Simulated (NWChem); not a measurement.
The numbers come from NWChem runs, not from measurements. System: H$_{3}$NOSn, charge 0, spin multiplicity 1, at a geometry optimised with PBE/def2-SVP with def2 effective core potentials on Sn. The structure started from a generated list of species. Level: PBE0/def2-SVPD with def2 effective core potentials on Sn.

Job file:

```
start mol
memory heap 200 mb stack 900 mb global 1100 mb
geometry units angstroms nocenter noautoz
  Sn    -0.021651    -0.385709     0.000000
  O     -1.537125     0.970235     0.000000
  H     -1.218847     1.894003     0.000000
  N      1.522041     0.986159     0.000000
  H      1.432738     2.007940     0.000000
  H      2.511369     0.718526     0.000000
  symmetry group Cs
end
basis spherical
  * library def2-svpd
end
ecp
  Sn library def2-ecp
end
dft
  xc pbe0
  semidirect memsize 60000000 filesize 0
  iterations 100
end
task dft energy
```

Output (cleaned and shortened):

```
             Northwest Computational Chemistry Package (NWChem) 7.3.0
             --------------------------------------------------------

                                NWChem Input Module
                                -------------------

 Scaling coordinates for geometry "geometry" by  1.889725989
 (inverse scale =  0.529177249)

 Turning off AUTOSYM since
 SYMMETRY directive was detected!

                             Geometry "geometry" -> ""
                             -------------------------

 Output coordinates in angstroms (scale by  1.889725989 to convert to a.u.)

  No.       Tag          Charge          X              Y              Z
 ---- ---------------- ---------- -------------- -------------- --------------
    1 Sn                  50.0000    -0.02165100    -0.38570900     0.00000000
    2 O                    8.0000    -1.53712500     0.97023500     0.00000000
    3 H                    1.0000    -1.21884700     1.89400300     0.00000000
    4 N                    7.0000     1.52204100     0.98615900     0.00000000
    5 H                    1.0000     1.43273800     2.00794000     0.00000000
    6 H                    1.0000     2.51136900     0.71852600     0.00000000

 Effective nuclear repulsion energy (a.u.)     248.6378179240

            Nuclear Dipole moment (a.u.)
            ----------------------------
        X                 Y               Z
 ---------------- ---------------- ----------------
    -0.0000056692     0.0000226767     0.0000000000

      Symmetry information
      --------------------

 Group name             Cs
 Group number              2
 Group order               2
 No. of unique centers     6

      Symmetry unique atoms

     1    2    3    4    5    6


 Summary of "ao basis" -> "" (spherical)
 ------------------------------------------------------------------------------
       Tag                 Description            Shells   Functions and Types
 ---------------- ------------------------------  ------  ---------------------
 *                         def2-svpd                  on all atoms

                                 NWChem DFT Module
                                 -----------------

 Summary of "ao basis" -> "ao basis" (spherical)
 ------------------------------------------------------------------------------
       Tag                 Description            Shells   Functions and Types
 ---------------- ------------------------------  ------  ---------------------
 Sn                        def2-svpd                12       32   5s4p3d
 O                         def2-svpd                 9       23   4s3p2d
 H                         def2-svpd                 4        8   2s2p
 N                         def2-svpd                 8       20   4s2p2d

 Summary of "ao basis" -> "ao basis" (spherical)
 ------------------------------------------------------------------------------
       Tag                 Description            Shells   Functions and Types
 ---------------- ------------------------------  ------  ---------------------
 Sn                        def2-svpd                12       32   5s4p3d
 O                         def2-svpd                 9       23   4s3p2d
 H                         def2-svpd                 4        8   2s2p
 N                         def2-svpd                 8       20   4s2p2d

      Symmetry analysis of basis
      --------------------------

        a'         70
        a"         29

            General Information
            -------------------
[...]
 d= 0,ls=0.0,diis     4   -345.8779552455 -4.87D-03  3.09D-03  1.03D-01     1.4
 d= 0,ls=0.0,diis     5   -345.8900649287 -1.21D-02  6.10D-04  1.74D-03     1.6
  Resetting Diis
 d= 0,ls=0.0,diis     6   -345.8902764910 -2.12D-04  1.25D-04  5.87D-05     1.7
 d= 0,ls=0.0,diis     7   -345.8902833878 -6.90D-06  3.85D-05  3.59D-06     1.9
 d= 0,ls=0.0,diis     8   -345.8902830061  3.82D-07  1.92D-05  8.10D-06     2.1
 d= 0,ls=0.0,diis     9   -345.8902837915 -7.85D-07  6.03D-06  3.51D-07     2.2

         Total DFT energy =     -345.890283791522
      One electron energy =     -803.153163156651
           Coulomb energy =      368.047790384436
    Exchange-Corr. energy =      -34.503153831968
 Nuclear repulsion energy =      123.718242812662

 Numeric. integr. density =       39.999989766774

     Total iterative time =      1.9s

                  Occupations of the irreducible representations
                  ----------------------------------------------

                     irrep           alpha         beta
                     --------     --------     --------
                     a'               15.0         15.0
                     a"                5.0          5.0

                       DFT Final Molecular Orbital Analysis
                       ------------------------------------

 Vector   18  Occ=2.000000D+00  E=-3.152379D-01  Symmetry=a"
              MO Center= -1.2D+00,  8.9D-01, -8.1D-16, r^2= 1.6D+00
   Bfn.  Coefficient  Atom+Function         Bfn.  Coefficient  Atom+Function
  ----- ------------  ---------------      ----- ------------  ---------------
    39      0.561413  2 O  pz                42      0.401174  2 O  pz
    14      0.163425  1 Sn pz                70     -0.137050  4 N  pz
    45      0.112306  2 O  pz                73      0.099180  4 N  pz
    11     -0.055431  1 Sn pz                17      0.055327  1 Sn pz
    19     -0.053903  1 Sn d -1               8     -0.052431  1 Sn pz

 Vector   19  Occ=2.000000D+00  E=-2.761082D-01  Symmetry=a'
              MO Center= -9.1D-02, -4.4D-01,  4.7D-15, r^2= 3.2D+00
   Bfn.  Coefficient  Atom+Function         Bfn.  Coefficient  Atom+Function
  ----- ------------  ---------------      ----- ------------  ---------------
     3      0.536991  1 Sn s                 13     -0.342306  1 Sn py
     4      0.300558  1 Sn s                 67      0.280660  4 N  s
    37     -0.223420  2 O  px                 2     -0.213821  1 Sn s
    16     -0.201485  1 Sn py                 1     -0.179121  1 Sn s
    40     -0.169460  2 O  px                66     -0.159889  4 N  s

 Vector   20  Occ=2.000000D+00  E=-2.687808D-01  Symmetry=a"
              MO Center=  1.2D+00,  9.2D-01, -1.3D-15, r^2= 2.0D+00
   Bfn.  Coefficient  Atom+Function         Bfn.  Coefficient  Atom+Function
  ----- ------------  ---------------      ----- ------------  ---------------
    70      0.527158  4 N  pz                73     -0.388975  4 N  pz
    39      0.209791  2 O  pz                42      0.155565  2 O  pz
    14     -0.113619  1 Sn pz                17     -0.111108  1 Sn pz
    21     -0.067734  1 Sn d  1              91     -0.066565  5 H  pz
    99     -0.063577  6 H  pz                45      0.051176  2 O  pz

 Vector   21  Occ=0.000000D+00  E=-6.411140D-02  Symmetry=a"
              MO Center=  4.5D-02, -4.4D-01, -2.6D-14, r^2= 3.8D+00
   Bfn.  Coefficient  Atom+Function         Bfn.  Coefficient  Atom+Function
  ----- ------------  ---------------      ----- ------------  ---------------
    17      0.626157  1 Sn pz                14      0.511834  1 Sn pz
    70      0.207512  4 N  pz                73     -0.174029  4 N  pz
    39     -0.169318  2 O  pz                11     -0.162907  1 Sn pz
     8     -0.151763  1 Sn pz                42     -0.140151  2 O  pz
    29     -0.097542  1 Sn d -1              99     -0.053403  6 H  pz

 Vector   22  Occ=0.000000D+00  E=-7.110730D-03  Symmetry=a'
              MO Center=  1.5D-01, -5.7D-01,  1.1D-16, r^2= 5.8D+00
   Bfn.  Coefficient  Atom+Function         Bfn.  Coefficient  Atom+Function
  ----- ------------  ---------------      ----- ------------  ---------------
    67      1.395078  4 N  s                  4     -0.733920  1 Sn s
    93     -0.586094  6 H  s                 15      0.551642  1 Sn px
    16     -0.437687  1 Sn py                12      0.365709  1 Sn px
    28     -0.361075  1 Sn d -2              85     -0.260941  5 H  s
    44     -0.254530  2 O  py                43      0.251165  2 O  px

 Vector   23  Occ=0.000000D+00  E= 7.295857D-03  Symmetry=a'
              MO Center=  5.0D-01,  1.1D+00,  2.6D-14, r^2= 8.1D+00
   Bfn.  Coefficient  Atom+Function         Bfn.  Coefficient  Atom+Function
  ----- ------------  ---------------      ----- ------------  ---------------
    67      2.005374  4 N  s                  5      0.973562  1 Sn s
    85     -0.814203  5 H  s                 93     -0.717839  6 H  s
    44      0.579304  2 O  py                 4     -0.498275  1 Sn s
    57     -0.485585  3 H  s                 90      0.483426  5 H  py
    97      0.415717  6 H  px                16      0.406601  1 Sn py

 center of mass
 --------------
 x =  -0.03855294 y =  -0.14388110 z =   0.00000000

 moments of inertia (a.u.)
 ------------------
         191.193129742346          -1.090773233701           0.000000000000
          -1.090773233701         286.208137684097           0.000000000000
           0.000000000000           0.000000000000         477.401267426443

     Multipole analysis of the density
     ---------------------------------

     L   x y z        total         alpha         beta         nuclear
     -   - - -        -----         -----         ----         -------
     0   0 0 0      0.000000    -20.000000    -20.000000     40.000000

     1   1 0 0      0.918064     -0.113767     -0.113767      1.145599
     1   0 1 0     -0.023652    -10.216218    -10.216218     20.408784
     1   0 0 1     -0.000000     -0.000000     -0.000000      0.000000

     2   2 0 0    -29.469858    -95.037276    -95.037276    160.604693
     2   1 1 0      1.252701     -1.395584     -1.395584      4.043869
     2   1 0 1     -0.000000     -0.000000     -0.000000      0.000000
     2   0 2 0    -24.597069    -58.270160    -58.270160     91.943251
     2   0 1 1     -0.000000     -0.000000     -0.000000      0.000000
     2   0 0 2    -27.399430    -13.699715    -13.699715      0.000000

 Task  times  cpu:        2.2s     wall:        2.2s

 Total times  cpu:        2.2s     wall:        2.2s
```
